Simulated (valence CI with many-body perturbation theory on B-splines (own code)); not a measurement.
Which ion has this spectrum?

A relativistic CI+MBPT calculation for an atom or ion with 33 electrons gives these levels (cm⁻¹):

| J | Parity | E | g |
| --- | --- | --- | --- |
| 3/2 | odd | 0 | 1.35 |
| 3/2 | odd | 1193216 | 1.46 |
| 5/2 | odd | 1243121 | 1.19 |
| 1/2 | odd | 1306468 | 0.66 |
| 3/2 | even | 1445718 | 0.78 |
| 5/2 | even | 1767442 | 1.21 |
| 5/2 | even | 2140508 | 1.46 |
| 1/2 | even | 2274642 | 2.08 |
| 3/2 | even | 2290703 | 1.18 |
| 3/2 | odd | 2508818 | 1.31 |
| 5/2 | even | 2631298 | 0.96 |
| 3/2 | even | 2636755 | 0.91 |
| 1/2 | even | 2638143 | 0.19 |
| 7/2 | even | 2682310 | 1.03 |

The energies are calculated, and their last digits are not significant.

Q: Which is it?
A. Au46+
B. Tl48+
C. Bi50+
D. Pt45+

A: B. Tl48+, ground level (4s^2 4p1/2^2 4p3/2) J=3/2.
